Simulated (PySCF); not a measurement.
A GIAO shielding run with PySCF (density fitting, non-relativistic, gas phase) on `O=C1[SiH2]O[SiH2][C@@H]1C1CC1`, C5H10O2Si2:

```
$ OMP_NUM_THREADS=1 python probes_run.py task.json out

{"job": {"kind": "nmr", "xc": "PBE0", "basis": "pcSseg-1"}, "charge": 0, "multiplicity": 1}
O      0.309452     2.226648    -0.854818
C      0.853851     1.310915    -0.283205
Si     2.748193     1.110772     0.027199
O      2.750565    -0.532216    -0.025663
Si     1.354729    -1.378017    -0.197042
C      0.125597     0.049179     0.149346
C     -1.265293    -0.054533    -0.417353
C     -2.252401    -0.996274     0.202962
C     -2.437239     0.484632     0.345532
H      3.163152     1.510818     1.365266
H      3.560777     1.580747    -1.081309
H      1.278220    -1.874666    -1.564628
H      1.381077    -2.397988     0.841550
H      0.063744     0.124635     1.242760
H     -1.293815     0.050651    -1.494958
H     -2.925386    -1.539579    -0.442673
H     -1.937431    -1.557755     1.070112
H     -3.235359     0.961123    -0.202250
H     -2.252236     0.930160     1.311709
```

Hardware: 1 thread of an Intel Xeon 6975P-C, shared host. The job also computes population analyses, field gradients, ring-centre shieldings.

**Question.** How large is the calculation?

**Answer.** 84 electrons, 217 basis functions and 1171 auxiliary functions.

**Question.** How long does it take, and how much memory does it need?

**Answer.** 31 s of wall time, with 14 SCF cycles and 5 response iterations; peak memory 1 GiB. Times on a shared host scatter by some tens of per cent.
